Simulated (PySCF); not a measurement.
Si(OH)2(PH2)2 (H6O2P2Si), SMILES O[Si](O)(P)P.

Geometry optimised at B3LYP-D3(BJ)/def2-SVP. This is a generated structure with no PubChem entry under its InChIKey; it may be hypothetical. The values are those of a single conformer.

These are PySCF with SMD-M06-2X/def2-SVP values and carry that method's errors.

Solvation free energies are E(SMD) − E(gas) at the gas-phase geometry, for 1 M in both phases. In vacuum the dipole moment is 1.61 D.

**Question.** Rank water, chloroform, benzene by solvation free energy, most negative first.

**Answer.** water (-8.1 kcal/mol), chloroform (-5.2 kcal/mol), benzene (-2.9 kcal/mol)
